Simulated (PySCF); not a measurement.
This PySCF input asks for the NMR shieldings of SMILES CC[C@H](CCC)C, C₇H₁₆; the geometry comes from PBE0-D3(BJ)/def2-SVP.

```python
import basis_set_exchange as bse
import numpy as np
from pyscf import gto, dft
from pyscf.prop import nmr

atoms = """
C     3.309052    0.152600    0.165307
C     1.943690   -0.515758    0.124275
C     0.796664    0.479115    0.001948
C    -0.608473   -0.126025    0.039734
C    -0.860013   -1.056357   -1.142807
C    -1.661211    0.983126    0.126316
C    -3.081018    0.506019    0.390987
H     3.495417    0.735155   -0.751352
H     4.120941   -0.584339    0.260887
H     3.388937    0.848361    1.016136
H     1.799002   -1.121796    1.036477
H     1.914940   -1.229297   -0.716049
H     0.912604    1.058474   -0.933655
H     0.882670    1.217207    0.819521
H    -0.685566   -0.726896    0.967179
H    -1.865384   -1.501026   -1.107023
H    -0.140578   -1.887738   -1.170125
H    -0.771523   -0.506231   -2.095082
H    -1.633904    1.571969   -0.808939
H    -1.362471    1.682424    0.926221
H    -3.770272    1.355518    0.511377
H    -3.471338   -0.114593   -0.429914
H    -3.133042   -0.095783    1.312929
"""
names = dict.fromkeys(["C", "H"], "pcSseg-1")
basis = {el: gto.basis.parse(bse.get_basis(n, elements=[el], fmt="nwchem")) for el, n in names.items()}
mol = gto.M(atom=atoms, basis=basis, charge=0, verbose=0)
mf = dft.RKS(mol, xc="PBE0")
mf.grids.level = 2
mf.grids.alignment = dft.numint.BLKSIZE   # the property module wants whole blocks of grid points
mf.conv_tol = 1e-9
mf.kernel()

calc = nmr.RKS(mf)   # GIAO
C = mf.mo_coeff
Co = C[:, mf.mo_occ > 0]
resp = mf.gen_response(singlet=True, hermi=2)
def vind(x):   # induced exchange potential for any number of trial vectors
    d = np.einsum("pi,xij,qj->xpq", C, 2 * x.reshape(-1, C.shape[1], Co.shape[1]), Co, optimize=True)
    return np.einsum("xpq,pi,qj->xij", resp(d - d.transpose(0, 2, 1)), C, Co, optimize=True).ravel()
mo1, _ = nmr.rhf.solve_mo1(calc, with_cphf=vind)
sigma = calc.kernel(mo1)
for i, s in enumerate(sigma):   # ppm
    print("%2d %-2s %9.2f" % (i, mol.atom_pure_symbol(i), np.trace(s) / 3))
```

**Question.** What are the results?

**Answer.** 
```
 0 C     167.61
 1 C     159.97
 2 C     139.96
 3 C     146.42
 4 C     166.69
 5 C     149.88
 6 C     170.19
 7 H      30.42
 8 H      30.06
 9 H      30.39
10 H      30.29
11 H      29.82
12 H      30.48
13 H      30.20
14 H      30.40
15 H      30.03
16 H      30.08
17 H      31.20
18 H      30.40
19 H      30.03
20 H      30.17
21 H      30.10
22 H      30.58
```

These numbers come from an equivalent density-fitted implementation of the same equations, which agrees with the script to about 0.01 ppm for H and up to a few tenths of a ppm for heavy atoms, so last digits may differ.

**Question.** Turn these shieldings into chemical shifts. Scale: 13C (σ = 184.41 ppm), 1H (σ = 31.27 ppm) against TMS (reference shieldings calculated alike).

**Answer.** Averaging equivalent atoms: C 2: 44.5; C 3: 38.0; C 5: 34.5; C 1: 24.4; C 4: 17.7; C 0: 16.8; C 6: 14.2; H 11: 1.45; H 19: 1.24; H 13: 1.07; H 7/8/9: 0.98; H 20/21/22: 0.98; H 10: 0.98; H 14: 0.87; H 18: 0.87; H 15/16/17: 0.83; H 12: 0.79 ppm. 

Size and cost of the density-fitted run: 199 basis functions, 55 s wall time on 1 thread of an x86-64 server CPU, shared host.
